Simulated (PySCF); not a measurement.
SMILES [SiH3]O[SiH2][SiH2][SeH] (H8OSeSi3) (GFN2-xTB optimised geometry):

```
13

Si     2.786    -1.059     0.053
O      1.246    -0.552     0.000
Si    -0.371    -0.552     0.000
Si    -0.858     1.706     0.000
Se    -3.142     2.044     0.081
H      2.800    -2.507    -0.133
H      3.441    -0.347    -1.039
H      3.276    -0.669     1.372
H     -0.819    -1.280     1.195
H     -0.807    -1.303    -1.181
H     -0.539     2.464    -1.214
H     -0.329     2.507     1.114
H     -3.441     1.048     1.066
```

Method: CAM-B3LYP/def2-TZVP run with PySCF.

What are the frontier orbital energies and the dipole moment?

HOMO-2 -10.19 eV, HOMO-1 -9.33 eV, HOMO -8.05 eV, LUMO 0.00 eV, LUMO+1 1.01 eV; dipole moment 2.11 D.

On the same geometry PBE/def2-TZVP (PySCF) gives HOMO-2 -7.34 eV, HOMO-1 -6.89 eV, HOMO -5.68 eV, LUMO -1.85 eV, LUMO+1 -0.93 eV; dipole moment 1.85 D.

Meta-Löwdin charges at CAM-B3LYP/def2-TZVP: Si1 0.80, O2 -0.86, Si3 0.71, Si4 0.30, Se5 -0.25, H6 -0.12, H7 -0.12, H8 -0.12, H9 -0.12, H10 -0.11, H11 -0.08, H12 -0.09, H13 0.06.
